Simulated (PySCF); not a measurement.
All of these have the formula C5H9FO2. Computed with TDDFT CAM-B3LYP/def2-SVPD, vertical, gas phase, core orbitals frozen in the response in PySCF 2.14.0, density-fitted response routines. Geometries: GFN2-xTB; one conformer of each isolated species. Triplets are in the Tamm–Dancoff approximation.

A. `CCO[C@@H](F)CC=O`
B. `COC[C@H](C)C(=O)F`
C. `FCCC1OCCO1`
D. `CC[C@@H](OC)C(=O)F`

Lowest singlet levels (six at most, fewer where fewer were computed) with oscillator strengths:

1. 210 nm (f 0.002); 180 nm (f 0.004); 160 nm (f 0.017); 152 nm (f 0.060); 145 nm (f 0.018); 144 nm (f 0.022); T1 5.33 eV
2. 203 nm (f 0.002); 174 nm (f 0.004); 168 nm (f 0.022); 150 nm (f 0.003); 149 nm (f 0.027); 148 nm (f 0.002); T1 5.54 eV
3. 170 nm (f 0.012); 160 nm (f 0.005); 154 nm (f 0.031); 153 nm (f 0.005); 150 nm (f 0.006); 145 nm (f 0.004); T1 7.16 eV
4. 292 nm (f 0.000); 164 nm (f 0.002); 163 nm (f 0.013); 152 nm (f 0.047); 151 nm (f 0.056); 149 nm (f 0.012); T1 3.63 eV

Task: Match each spectrum to its molecule.

Result: 1 = D, 2 = B, 3 = C, 4 = A.
- A: S1 at 4.25 eV, HOMO→LUMO (97%); S1 has the pattern of n→π* at C=O; HOMO -9.15 and LUMO 0.18 eV.
- B: S1 at 6.11 eV, HOMO-1→LUMO (86%); Löwdin shares by element: HOMO oxygen 61% or more, carbon 20% or more, hydrogen 5% or more; LUMO carbon 42% or more, oxygen 28% or more, fluorine 9% (atoms not listed hold the other 21%); HOMO -9.30 and LUMO 0.69 eV.
- C: S1 at 7.30 eV, HOMO→LUMO (78%), HOMO→LUMO+3 (10%); Löwdin shares by element: HOMO oxygen 54%, carbon 12% or more, hydrogen 8% or more (atoms not listed hold the other 26%); LUMO carbon 34% or more, hydrogen 9% or more, oxygen 8% or more (atoms not listed hold the other 49%); HOMO -8.97 and LUMO 1.31 eV.
- D: S1 at 5.90 eV, HOMO→LUMO (47%), HOMO-1→LUMO (37%), HOMO-2→LUMO (10%); Löwdin shares by element: HOMO oxygen 57%, carbon 18% or more (atoms not listed hold the other 24%); LUMO carbon 45% or more, oxygen 31% or more, fluorine 9%; HOMO -9.61 and LUMO 0.46 eV.
